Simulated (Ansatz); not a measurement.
CH$_{5}$BrOSi$_{2}$, SMILES `[SiH3]C1(Br)O[SiH2]1`. Charge 0, multiplicity 1. Correlated methods include outer-core shells of Br, which these sets cover unevenly. Scalar relativity is left out up to krypton.

Cartesian coordinates in Å:
```
Si 1.469 -0.522 -0.376
C -0.310 -0.386 0.201
Br -0.752 -1.856 1.414
O -1.303 -0.191 -0.830
Si -1.379 1.079 0.258
H 1.753 0.647 -1.250
H 2.354 -0.492 0.813
H 1.660 -1.783 -1.135
H -0.954 2.395 -0.261
H -2.539 1.110 1.167
```

Problem. Give the diagnostics of a CCSD(T)/def2-TZVPP run (frozen core, the Gaussian-basis code of Ansatz). (Best estimate.)

Solution. Ansatz gave: T1 = 0.0131, largest single amplitude 0.029, largest double 0.018, (T) share of the correlation energy 4.0 %, 10 CCSD cycles. The RHF solution is stable towards an unrestricted one. T1 lies under the customary mark of 0.02 for closed shells.
